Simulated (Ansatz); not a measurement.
Ideal-gas functions of C2H4AlF, SMILES `C=[CH][AlH][F]` at 500 K and 1 bar, from an Ansatz frequency run at PBE0-D4/def2-TZVP.

Molar mass 74.03 g/mol, point group Cs (symmetry number 1), electronic degeneracy 1, moments of inertia 19.819, 176.014, 195.833 u Å². Harmonic wavenumbers (cm⁻¹, unscaled): 86, 135, 282, 411, 529, 656, 660, 848, 1001, 1020, 1065, 1281, 1440, 1643, 1959, 3108, 3142, 3186.

Use S(trans) = R[1.5 ln M + 2.5 ln T − 1.1517]; rotational temperatures θ = 24.2544 K / I; S(rot) = R[ln(√π/σ · √(T³/θAθBθC)) + 1.5]; for each mode x = 1.438777 ν̃/T, S = R[x/(eˣ − 1) − ln(1 − e⁻ˣ)] and H = RT x/(eˣ − 1); 1 cm⁻¹ = 0.0119627 kJ/mol; R = 8.31446 J/(mol·K).

**Question.** By hand: the entropy, in J/(mol·K).

**Answer.** Translation 173.3. Rotation: θ = 1.2238, 0.1378, 0.1239 K, giving 110.8. Vibration, mode by mode: 19.95, 16.23, 10.28, 7.39, 5.58, 4.17, 4.13, 2.69, 1.90, 1.82, 1.64, 1.00, 0.69, 0.42, 0.20, 0.01, 0.01, 0.01, in all 78.1. Electronic 0.0. Sum 362.2 J/(mol·K).

**Question.** By hand: H − E and G − E in kJ/mol, counted from the electronic energy.

**Answer.** Zero-point energy ½ × 22452 × 0.0119627 = 134.3; thermal vibration 20.4; translation, rotation and pV give 4 RT = 16.6. H − E = 171.3 kJ/mol, and G − E = 171.3 − 500 × 362.2/1000 = -9.8 kJ/mol.

Vibration gives 22 % of the entropy, 36.2 J/(mol·K) of it from the modes under 150 cm⁻¹: soft modes count most, and the harmonic formula is weakest for them. The sum counts one conformer and one mirror image; others add a mixing term.
